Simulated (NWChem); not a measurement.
Molecule: CH₃Cd, doublet; SMILES [CH3][Cd]

```xyz
5

Cd     0.0000     0.0000    -0.2332
C      0.0000     0.0000     2.0060
H      0.7398     0.7398     2.3416
H      0.2708    -1.0106     2.3416
H     -1.0106     0.2708     2.3416
```
Atoms are numbered in this order, from 1.

In the optimisation the excess spin sits in a1 (C3v, its own frame). Structure relaxed at the PBE0/def2-SVP, spin-unrestricted level. This spin state was assumed; another may lie lower. No stability test was run on the SCF state. def2 effective core potentials on Cd; no spin-orbit coupling.

 States above −ε(HOMO) = 4.1 eV lie in this functional's continuum and hang on the basis.

Task: List the 4 lowest vertical excitations from PBE/def2-SVPD with def2 effective core potentials on Cd, spin-unrestricted, TDA (NWChem).

Result: 
```
state    energy (eV)  oscillator strength  <S²>
-------  -----------  -------------------  ----
state 1         3.01                0.060  0.77
state 2         3.01                0.060  0.77
state 3         3.83                0.017  0.76
state 4         4.75                0.374  0.76
```
